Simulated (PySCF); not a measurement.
$^{29}$Si chemical shifts

All values are calculated (PySCF 2.14): GIAO PBE0/pcSseg-1 shieldings, coordinates at the GFN2-xTB level. Gas phase, rapidly exchanging positions averaged, non-relativistic, one computed conformer.

Shieldings were converted by a linear fit to measured shifts: $^{29}$Si (scatter 8.9 ppm rms, 25.8 ppm with the 6 outliers that the fit left out vs TMS, solution or neat liquid). A few per cent of atoms miss by over 2 rms, more outside the fitted compound classes.

(1) Give the $^{29}$Si shifts of `CC1=C([SiH3])C[P@](C)(=S)C1`, `C=C/C=N\[Si@H](Cl)CC=C`, `F[SiH2][SiH2]N(C[SiH3])C1CC1`, `CC1=C[P@@](=S)(C[SiH3])CC1`, `[SiH3][SiH2][Si@H]([SiH3])CCl`, `C/N=C\C[Si]([SiH3])([SiH3])CF`.

(2) Match the shifts 18.1, -18.0, -71.8 ppm to `F/C([SiH3])=P\c1ccsc1`, `C=N[C@]1(C)C=C(Cl)C[SiH2]1`, `C[Si](C)(C)Cl`.

Answers

(1) 
| compound | environment | δ (ppm) |
| --- | --- | --- |
| CC1=C([SiH3])C[P@](C)(=S)C1 | silicon bonded to C, 3 H | -75.0 |
| C=C/C=N\[Si@H](Cl)CC=C | silicon bonded to C, Cl, N, H | -24.3 |
| [F:1][SiH2:2][SiH2:3][N:4]([CH2:5][SiH3:6])[CH:7]1[CH2:8][CH2:9]1 | Si2: silicon bonded to F, Si, 2 H | -3.6 |
| [F:1][SiH2:2][SiH2:3][N:4]([CH2:5][SiH3:6])[CH:7]1[CH2:8][CH2:9]1 | Si3: silicon bonded to N, Si, 2 H | -47.4 |
| [F:1][SiH2:2][SiH2:3][N:4]([CH2:5][SiH3:6])[CH:7]1[CH2:8][CH2:9]1 | Si6: silicon bonded to C, 3 H | -68.4 |
| CC1=C[P@@](=S)(C[SiH3])CC1 | silicon bonded to C, 3 H | -72.4 |
| [SiH3:1][SiH2:2][Si@H:3]([SiH3:4])[CH2:5][Cl:6] | Si3: silicon bonded to C, 2 Si, H | -67.4 |
| [SiH3:1][SiH2:2][Si@H:3]([SiH3:4])[CH2:5][Cl:6] | Si4: silicon bonded to Si, 3 H | -97.2 |
| [SiH3:1][SiH2:2][Si@H:3]([SiH3:4])[CH2:5][Cl:6] | Si1: silicon bonded to Si, 3 H | -100.1 |
| [SiH3:1][SiH2:2][Si@H:3]([SiH3:4])[CH2:5][Cl:6] | Si2: silicon bonded to 2 Si, 2 H | -110.3 |
| [CH3:1]/[N:2]=[CH:3]\[CH2:4][Si:5]([SiH3:6])([SiH3:7])[CH2:8][F:9] | Si5: silicon bonded to 2 C, 2 Si | -46.5 |
| [CH3:1]/[N:2]=[CH:3]\[CH2:4][Si:5]([SiH3:6])([SiH3:7])[CH2:8][F:9] | Si6/7: silicon bonded to Si, 3 H (×2) | -99.9 |

(2) 18.1: C[Si](C)(C)Cl (silicon bonded to 3 C, Cl); -18.0: C=N[C@]1(C)C=C(Cl)C[SiH2]1 (silicon bonded to 2 C, 2 H, in a 5-membered ring); -71.8: F/C([SiH3])=P\c1ccsc1 (silicon bonded to C, 3 H).
